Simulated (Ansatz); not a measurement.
`CCO[SiH2]P` from Hartree–Fock to CCSD(T)

```xyz
14

C     0.827   -1.421   -1.629
C     1.071   -0.353   -0.593
O    -0.159   -0.008    0.021
Si   -0.266    1.116    1.215
P    -2.386    1.365    1.891
H     0.132   -1.063   -2.391
H     0.398   -2.312   -1.165
H     1.764   -1.700   -2.116
H     1.779   -0.713    0.166
H     1.516    0.536   -1.060
H     0.238    2.434    0.732
H     0.563    0.708    2.386
H    -2.600   -0.036    1.983
H    -2.879    1.447    0.561
```

Total charge 0; spin multiplicity 1. The structure was optimised at the PBE0-D4/def2-TZVP level. It is one conformer, not always the lowest. Frozen core, restricted reference, Ansatz 0.2.0. CBS rows extrapolate triple and quadruple zeta; past MP2 they add the triple-zeta difference.

```json
{"basis": "def2-TZVPP", "HF (Eh)": "-785.63676", "MP2 corr.": "-0.86842", "CCSD corr.": "-0.93203", "(T)": "-0.03580", "CCSD(T) total": "-786.60459"}
{"basis": "def2-QZVPP", "HF (Eh)": "-785.66343", "MP2 corr.": "-0.93136", "CCSD corr.": "–", "(T)": "–", "CCSD(T) total": "–"}
{"basis": "CBS(def2)", "HF (Eh)": "-785.66710", "MP2 corr.": "-0.97798", "CCSD corr.": "-1.04159", "(T)": "as TZ", "CCSD(T) total": "-786.74449"}
```
